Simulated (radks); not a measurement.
The numbers below are computed, except where a source is named.
Coulomb parameter of the 5d shell of the gold ion Au+ in the model configuration [Xe] 4f14 5d9 6s1, as a second difference U = [E(n + 1) + E(n - 1) - 2 E(n)] / (1)^2 with all orbitals relaxed. "Bare": the charge of the atom changes with n. "Screened": the 6s shell takes up the change at fixed total charge, which measures U(5d,5d) + U(6s,6s) - 2 U(5d,6s). Code: a radial shooting solver on a logarithmic mesh with Libxc functionals. Model: scalar-relativistic Kohn-Sham, BLYP, spin-unpolarised, spherical densities, finite nucleus; Fermi nuclear charge, rms radius 5.4371 fm.

| case | configuration | E - E(n) (eV) |
|---|---|---|
| start | [Xe] 4f14 5d9 6s1 | 0.000 |
| bare +1 | [Xe] 4f14 5d10 6s1 | -12.000 |
| bare -1 | [Xe] 4f14 5d8 6s1 | 23.581 |
| screened +1 | [Xe] 4f14 5d10 | -2.539 |
| screened -1 | [Xe] 4f14 5d8 6s2 | 3.824 |

U(bare) = 11.581 eV, U(screened by 6s) = 1.285 eV, against the Slater integral F0(5d,5d) = 16.109 eV with frozen orbitals.
